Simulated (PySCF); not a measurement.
Dipole moment and polarisability of `CCc1cc(C=O)nn1C`

C7H10N2O.
Cartesian coordinates in Å at the PBE0-D3(BJ)/def2-SVP level; atoms count from 1:
```
atom  x, y, z in Å
C1    -2.6122   -0.6206    0.5202
C2    -1.6655    0.4611    0.0289
C3    -0.2362    0.0339    0.0253
C4     0.3816   -1.1305    0.4357
C5     1.7557   -0.9143    0.1763
C6     2.8856   -1.8156    0.4156
O7     2.7841   -2.9213    0.8891
N8     1.9641    0.2904   -0.3542
N9     0.7663    0.8442   -0.4381
C10    0.6204    2.1731   -0.9727
H11   -3.6514   -0.2624    0.5152
H12   -2.3666   -0.9268    1.5481
H13   -2.5582   -1.5154   -0.1178
H14   -1.9532    0.7757   -0.9903
H15   -1.7735    1.3648    0.6559
H16   -0.0715   -2.0206    0.8628
H17    3.8740   -1.3828    0.1200
H18   -0.0356    2.1724   -1.8561
H19    0.2016    2.8579   -0.2197
H20    1.6189    2.5185   -1.2622
```

Level: CAM-B3LYP/def2-SVPD (PySCF), static field, nuclei fixed, core orbitals frozen in the response. The polarisability tensor in these axes (au):

```
x   117.45 -13.97  -0.30
y   -13.97 113.53 -17.88
z    -0.30 -17.88  73.65
```

**Question.** Diagonalise the tensor; give its mean and Δα, where Δα² is half the sum of the squared differences of the eigenvalues.

**Answer.** Principal values 66.24, 106.28 and 132.12 au; mean 101.54 au = 15.05 Å³ = 16.74 × 10⁻⁴⁰ C²·m²/J; Δα = 57.50 au (57 % of the mean).

**Question.** What is the dipole moment, and where does it point?

**Answer.** (-3.83, 4.36, -1.34) D, 5.96 D in size, pointing from the negative to the positive side. Measured along this direction, the outermost atoms are O7 at the negative end and H14, H11, H18, H19 and 1 more at the positive end.

**Question.** Find the Langevin capture rate constant for O2+ (31.990 u) meeting this molecule (138.079 u), k = 2.342 × 10⁻⁹ cm³/s × √(α in Å³ / reduced mass in u).

**Answer.** The reduced mass is 25.97 u, so k = 1.78 × 10⁻⁹ cm³/s. The formula leaves out the permanent dipole, which adds to the capture rate.

**Question.** Traceless (Buckingham) quadrupole moment about the centre of nuclear charge: eigenvalues?

**Answer.** -8.70, 2.14, 6.55 D·Å. The values depend on the origin, since the dipole doesn't vanish. The electronic extent ⟨r²⟩ about the same centre is 1708 bohr², a root-mean-square distance of 2.54 Å for the 74 electrons.

**Question.** What molar refraction does this α imply?

**Answer.** Lorentz–Lorenz: R = (4π/3)N_A α = 2.5225 cm³/(mol·Å³) × 15.05 Å³ = 38.0 cm³/mol, in the limit of long wavelengths.

**Question.** Rayleigh depolarisation ratio (linearly polarised light, static tensor)?

**Answer.** ρ = 3Δα²/(45ᾱ² + 4Δα²) = 9917.7/(463999 + 13223.6) = 0.0208.

The structure is a single PBE0-D3(BJ)/def2-SVP conformer in the gas phase; no vibrational or solvent corrections.
